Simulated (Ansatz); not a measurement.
`C=CB(C=C)C=C` + H₂ → `C=CBC=C` + `C=C`  (hydrogenolysis of a B–C bond)

Calculated with Ansatz (gas phase, PBE0-D4/def2-TZVP geometries, no zero-point term in ΔE). CBS: MP2 limit from def2 TZ/QZ plus the TZ coupled-cluster correction, frozen cores. This one scheme is used for every species. DFT in def2-TZVPP. B3LYP here is the variant with VWN-RPA as its local correlation; programs differ in this. One conformer a species, not always the lowest.

| level | ΔE (kJ/mol) |
| --- | --- |
| B3LYP | -22.2 |
| HF/def2-QZVPP | -40.8 |

What does CCSD(T)/CBS give? (An estimate is asked.)

The calculation gave: -5.8 kJ/mol. The listed levels differ from it by -16.4, -35.0 kJ/mol.

Largest T1 diagnostic among the species: 0.012.

In def2-TZVPP, CCSD(T) changes the Hartree–Fock value by +33.8 kJ/mol (the triples alone add +6.9 kJ/mol) and MP2 by +41.2 kJ/mol. The D4 term adds +15.8 kJ/mol with B3LYP and +9.0 kJ/mol with PBE0; it sums over pairs of atoms, weighted by their polarisabilities, and B3LYP, whose exchange is more repulsive, gets the larger term.
